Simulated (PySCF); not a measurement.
Si(H)(F)(Et)(OH) (C2H7FOSi), SMILES CC[SiH](O)F.

Coordinates come from a PBE-D3(BJ)/def2-SVP optimisation. Other conformers were not sampled.

Two levels are set side by side: PBE/def2-TZVP (PySCF) and PBE0/def2-TZVP (PySCF). Same geometry, gas phase. Differences are taken from unrounded values.

```tsv
quantity	PBE
orbital gap (eV)	6.77
highest occupied level (eV)	-7.13
lowest empty level (eV)	-0.36
dipole moment (D)	2.28
mean polarisability (bohr³)	54.2
```

Question: These are the PBE values. What does PBE0 give? (An estimate is asked for; the answer gives what the named calculation found.)

Answer: 
| quantity | PBE0 | PBE minus PBE0 |
|---|---|---|
| orbital gap (eV) | 9.04 | -2.27 |
| highest occupied level (eV) | -8.52 | 1.39 |
| lowest empty level (eV) | 0.52 | -0.88 |
| dipole moment (D) | 2.35 | -0.08 |
| mean polarisability (bohr³) | 51.9 | 2.2 |

Without exact exchange PBE keeps part of each electron's self-repulsion, which lifts occupied levels and narrows the gap. PBE's more diffuse valence density responds more strongly to a field. Differences between two approximate levels are no errors against the true value.

Rough cost on one machine, each run with all the roots and properties that it gave: PBE0 against PBE within a factor of 2.
